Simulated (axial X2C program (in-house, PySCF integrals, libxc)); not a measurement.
Correcting the dissociation energy of SeH for spin–orbit coupling

A spin-free CCSD(T) curve (one-electron X2C) was computed with an axial X2C code built on PySCF integrals, basis Se dyall-cv3z [8s9p6d4f1g], H dyall-v3z [6s2p1d] (cores contracted in-house), for the state M_S = 1/2, Λ = 1 (beyond evenly filled blocks: π+α, π+β, π-α). It gives D0 = 3.124 eV to Se + H, which in a spin-free picture are the weighted means of the ground terms.

Correlated methods: 7 electrons correlated (number of frozen shells: Se 3 s, 2 p, 1 d; H none), 145 virtual spin orbitals or spinors in MP2, 74 natural virtuals in coupled cluster.

Measured levels of the ground terms (NIST Handbook of Basic Atomic Spectroscopic Data), in cm⁻¹: Se 3P: J = 2 at 0, J = 1 at 1989.5, J = 0 at 2534.4; H 2S: J = 1/2 at 0.

The two components of the molecular doublet are 1827 cm⁻¹ apart in the PBE0 2c search (Ω = 3/2 lower), so the lower one lies 914 cm⁻¹ under their mean.

Problem. How far does each ground level lie under the (2J+1)-weighted mean of its term?

Solution. Se: (5 × 0 + 3 × 1989.5 + 1 × 2534.4)/9 = 945 cm⁻¹; H: a single level, 0.

Problem. Correct D0.

Solution. D0 = 3.124 + (914 − 945)/8065.5 = 3.120 eV at CCSD(T) with these spin–orbit terms. The direct two-component run gives 3.108 eV; the difference holds second-order terms in the molecule, scalar two-electron terms, the gap between measured and computed atomic splittings (a 2c atom can miss part of its lowering) and, in coupled cluster, the truncation of each run.

Second-order spin–orbit effects in the molecule, which grow quickly with Z, are left out. Occupations by symmetry block were frozen at the best pattern of an incomplete PBE0 search. Dissociation energies refer to the lowest single-determinant-based atoms at the same level and basis. CCSD and (T) use frozen natural virtuals with an MP2 correction for the truncation; (T) itself is uncorrected, so its De runs slightly low.
